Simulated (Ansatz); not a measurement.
Br3FSi (`F[Si](Br)(Br)Br`) from Hartree–Fock to CCSD(T)

Z-matrix (Å, degrees):
```
Si
F 1 1.579
Br 1 2.184 2 108.0
Br 1 2.184 2 108.0 3 120.0
Br 1 2.184 2 108.0 3 -120.0
```

Total charge 0; spin multiplicity 1. Correlated methods include outer-core shells of Br, which these sets cover unevenly. Scalar relativity is left out up to krypton. Geometry: relaxed with PBE0-D4/def2-TZVP. Frozen core, restricted reference, Ansatz.

```tsv
basis	HF (Eh)	MP2 corr.	CCSD corr.	(T)	CCSD(T) total
def2-SVP	-8104.70637	-0.96152	-0.96641	-0.02116	-8105.69394
def2-TZVPP	-8105.89791	-1.18172	-1.19277	-0.04192	-8107.13260
def2-QZVPP	-8106.05997	-2.17183	–	–	–
```
